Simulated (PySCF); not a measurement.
## Working out the ionisation energy of Ni²⁺

Ni²⁺ [Ar] 3d8 (3F) → Ni³⁺ [Ar] 3d7 (4F). All numbers are calculated (PySCF 2.14, the non-relativistic Hamiltonian (point nucleus), in def2-TZVPPD (6s6p4d2f1g, 67 functions)). Frozen: [Ne]. Energies in hartree (1 hartree = 27.21139 eV):

```json
{"part": "UHF", "Ni²⁺ (lower)": "-1506.006862", "Ni³⁺ (upper)": "-1504.798805"}
{"part": "CCSD correlation", "Ni²⁺ (lower)": "-0.548024", "Ni³⁺ (upper)": "-0.469474"}
{"part": "(T)", "Ni²⁺ (lower)": "-0.008813", "Ni³⁺ (upper)": "-0.005977"}
```

What does Hartree-Fock give?

(-1504.798805) − (-1506.006862) = 1.208057 hartree = 32.873 eV.

What do CCSD and CCSD(T) give?

The CCSD correlation energies differ by 0.078550 hartree = 2.137 eV and the triples by 0.002836 hartree = 0.077 eV, so CCSD gives 35.010 eV and CCSD(T) 35.087 eV.

A first-order spin-orbit estimate adds -0.013 eV to CCSD(T) (valence and next inner shell), giving 35.074 eV against 35.187 ± 0.019 eV (measured; NIST Atomic Spectra Database, ionization energies).

The calculation is non-relativistic.

What remains against the reference includes basis incompleteness, the frozen core and higher excitations.
